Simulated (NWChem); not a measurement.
System meant: SnH$_{3}$Cl; SMILES [Cl][SnH3]

Input file for NWChem:

```
start job
memory heap 200 mb stack 900 mb global 1100 mb
geometry units angstroms noautoz
  Sn     0.000000     0.000000    -0.573354
  Cl     0.000000     0.000000     1.804161
  H      1.603451     0.400758    -1.058704
  H     -1.148792     1.188250    -1.058704
  H     -0.454659    -1.589008    -1.058704
end
basis spherical
  * library def2-svp
end
dft
  xc pbe0
  iterations 150
  mulliken
end
task dft energy
```

End of the output:

```
             Grid Information
             ----------------
          Grid used for XC integration:  medium
          Radial quadrature: Mura-Knowles
          Angular quadrature: Lebedev.
          Tag              B.-S. Rad. Rad. Pts. Rad. Cut. Ang. Pts.
          ---              ---------- --------- --------- ---------
          Sn                  1.45      123           8.0       590
          Cl                  1.00       88          10.0       590
          H                   0.35       45           9.0       434
          Grid pruning is: on
          Number of quadrature shells:   256
          Spatial weights used:  Erf1

          Convergence Information
          -----------------------
          Convergence aids based upon iterative change in
          total energy or number of iterations.
          Levelshifting, if invoked, occurs when the
          HOMO/LUMO gap drops below (HL_TOL):  1.00D-02
          DIIS, if invoked, will attempt to extrapolate
          using up to (NFOCK): 10 stored Fock matrices.

                    Damping( 0%)  Levelshifting(0.5)       DIIS
                  --------------- ------------------- ---------------
          dE  on:    start            ASAP                start
          dE off:    2 iters        150 iters           150 iters

      Screening Tolerance Information
      -------------------------------
          Density screening/tol_rho:  1.00D-10
          AO Gaussian exp screening on grid/accAOfunc:  14
          CD Gaussian exp screening on grid/accCDfunc:  20
          XC Gaussian exp screening on grid/accXCfunc:  20
          Schwarz screening/accCoul:  1.00D-08

      Superposition of Atomic Density Guess
      -------------------------------------

      charge =      50.0 Sn (Tin)

      symmetry species            s     p     d     f
      number of basis functions =10     7     6
      number of cont. functions = 4     4     2
      number of closed shells   = 5     3     2
      number of open shells     = 0     1     0
      open shell occupation     = 0     2     0
 ------------------------------------------------------------------------
 atomscf:atomd: error in atom scf                   0
 ------------------------------------------------------------------------
 ------------------------------------------------------------------------
  current input line :
    18: task dft energy
 ------------------------------------------------------------------------
 ------------------------------------------------------------------------
 This error has not yet been assigned to a category
 ------------------------------------------------------------------------
 For more information see the NWChem manual at https://nwchemgit.github.io

0:atomscf:atomd: error in atom scf:Received an Error in Communication
```

**Question.** Find the fault in this run and fix the input.

**Answer.** The program stopped with an error. Cause: the def2 basis of a heavy element holds valence functions alone and wants its effective core potential (without it all electrons must fit into that basis). This input runs:
```
start job
memory heap 200 mb stack 900 mb global 1100 mb
geometry units angstroms noautoz
  Sn     0.000000     0.000000    -0.573354
  Cl     0.000000     0.000000     1.804161
  H      1.603451     0.400758    -1.058704
  H     -1.148792     1.188250    -1.058704
  H     -0.454659    -1.589008    -1.058704
end
basis spherical
  Sn library def2-svp
  Cl library def2-svp
  H library def2-svp
end
ecp
  Sn library def2-ecp
end
dft
  xc pbe0
  iterations 150
  mulliken
end
task dft energy
```
It converges to -676.01559 Ha (PBE0/def2-SVP with def2 effective core potentials on Sn).
